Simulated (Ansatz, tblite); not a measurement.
Removing an electron: Ge(NMe2)H3 (C2H9GeN). The state is a singlet with charge 0. Geometry: PBE-D4/def2-SVP. Ansatz, gas phase; energy differences of separate SCF runs; the oxidised species was run as a doublet alone.

```
atom    x (Å)    y (Å)    z (Å)
 Ge1   0.2738  -1.3407   1.0156
  N2   0.2203   0.2613   0.0762
  C3  -0.9121   1.1381   0.3003
  C4   0.6872   0.2554  -1.2961
  H5  -0.6524   2.1836   0.0133
  H6  -1.1909   1.1523   1.3742
  H7  -1.8295   0.8620  -0.2838
  H8   1.5892  -0.3822  -1.4009
  H9  -0.0721  -0.1079  -2.0381
 H10   0.9737   1.2861  -1.6098
 H11   0.0013  -0.9901   2.5008
 H12   1.6951  -1.9246   0.8106
 H13  -0.7836  -2.3934   0.5378
```

The xTB rows come from tblite.

```tsv
level	−HOMO (eV)	vertical IE (eV)	−LUMO (eV)	HOMO–LUMO gap (eV)
GFN1-xTB	10.37	13.66	6.12	4.25
GFN2-xTB	9.58	12.91	3.65	5.93
PBE-D4/def2-TZVP	4.90	8.06	0.28	4.62
r2SCAN-D4/def2-TZVP	5.13	8.00	-0.11	5.23
PBE0-D4/def2-TZVP	6.20	8.13	-0.55	6.74
```

 Raw xTB energy differences between charge states are shifted by several eV; the methods need an empirical correction for them.
